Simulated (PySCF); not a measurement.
HO3, SMILES OO[O], multiplicity 2. Atoms are numbered in the order given.

```xyz
4

O     -0.2799    -1.1907     0.0000
O      0.5014     0.2349     0.0000
H      0.5194    -1.7609     0.0000
O     -0.2864     1.1759     0.0000
```
Charge 0, spin multiplicity 2.

Geometry: PBE-D3(BJ)/def2-TZVP. The values are those of a single conformer.

Computed with PBE-D3(BJ)/def2-TZVP (PySCF).

Frequencies are harmonic and unscaled.

| mode | ν (cm⁻¹) | IR (km/mol) | moving atoms (share of kinetic energy) |
|---|---|---|---|
| 1 | 245 | 105.5 | H 87 %, O 13 % |
| 2 | 416 | 55.1 | O 98 % |
| 3 | 619 | 50.8 | O 89 %, H 11 % |
| 4 | 1128 | 114.2 | H 80 %, O 20 % |
| 5 | 1405 | 93.7 | O 98 % |
| 6 | 3615 | 49.8 | H 94 % |
